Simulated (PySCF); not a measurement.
**Pt: excitation energy**

Pt [Xe] 4f14 5d9 6s1 (3D) → Pt [Xe] 4f14 5d8 6s2 (3F), as a difference of total energies. Calculation: PySCF 2.14, in aug-cc-pVTZ-PP with one added diffuse shell each of s, p, d, f, g type with ECP60MDF (7s7p6d4f3g, 113 functions); scalar relativity through the core potential. Correlated levels: valence: 5s2 5p6 frozen. The calculations carry no spin-orbit coupling.

```
           method  excitation energy (eV)
              UHF                   0.290
              LDA                   0.614
              PBE                   0.561
             PBE0                   0.578
           r2SCAN                   0.306
           PBEsol                   0.600
              M06                   0.809
            TPSSh                   0.467
    MP2 (valence)                   0.592
SCS-MP2 (valence)                   0.462
```

Question: How much does correlation contribute at MP2 (valence)?

Answer: 0.592 − (0.290) = 0.302 eV, measured against UHF.

Errors of the correlated levels include the incompleteness of this basis and the frozen core.

For comparison: 0.397 eV (measured; NIST levels, between the centres of gravity of the two terms).
